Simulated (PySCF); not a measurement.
## Static response to an electric field

Species: C₃H₃F₃SSi.
Geometry (GFN2-xTB, Å), atoms numbered from 1 in this order:
```
atom  x, y, z in Å
F1    -1.0602   -2.0563    0.7186
Si2   -1.6147   -0.6025    0.3121
C3    -0.0282    0.4987    0.3753
F4    -0.4084    1.8369    0.2781
C5     0.9412    0.1667   -0.7172
F6     0.3904   -0.2948   -1.8750
C7     2.2300    0.3379   -0.5798
S8     3.7285    0.5623   -0.2360
H9    -2.1620   -0.6957   -1.0243
H10   -2.4964   -0.1720    1.3811
H11    0.4851    0.4214    1.3411
```

Level: CAM-B3LYP/def2-SVPD (PySCF), static field, nuclei fixed, core orbitals frozen in the response. The polarisability tensor in these axes (au):

```
x   132.61   9.87  -0.36
y     9.87  65.12   1.46
z    -0.36   1.46  65.98
```

Give the principal values, the mean and the anisotropy Δα = √{½[(α1 − α2)² + (α2 − α3)² + (α1 − α3)²]}.

Principal values 62.96, 66.73 and 134.02 au; mean 87.91 au = 13.03 Å³ = 14.49 × 10⁻⁴⁰ C²·m²/J; Δα = 69.25 au (79 % of the mean).

What is the dipole moment, and where does it point?

(-0.07, 0.13, 0.89) D, 0.91 D in size, pointing from the negative to the positive side. Measured along this direction, the outermost atoms are F6 at the negative end and H10 at the positive end.

Along which axes do the principal values lie, and how far do the nuclei extend along each?

Largest value along (0.99, 0.14, 0.00), where the nuclei span 6.27 Å; middle along (-0.06, 0.44, 0.90), 3.19 Å; least along (-0.13, 0.89, -0.44), 3.56 Å. The strongest response lies along the longest span, while the other two are in reverse order.

What depolarisation ratio follows for Rayleigh scattering of linearly polarised light, taking the static tensor?

ρ = 3Δα²/(45ᾱ² + 4Δα²) = 14388.7/(347729 + 19184.9) = 0.0392.

What would n − 1 = 2πNα be for an ideal gas of these molecules at 350 K and 1 atm, electronic part alone?

N = p/kT = 2.0968 × 10¹⁹ cm⁻³, so n − 1 = 2π × N × 13.03 × 10⁻²⁴ cm³ = 1716 × 10⁻⁶ at long wavelengths.

Molar refractivity from α?

Lorentz–Lorenz: R = (4π/3)N_A α = 2.5225 cm³/(mol·Å³) × 13.03 Å³ = 32.9 cm³/mol, in the limit of long wavelengths.

One conformer (not necessarily the lowest) at the GFN2-xTB geometry, without solvent, vibrations or thermal averaging.
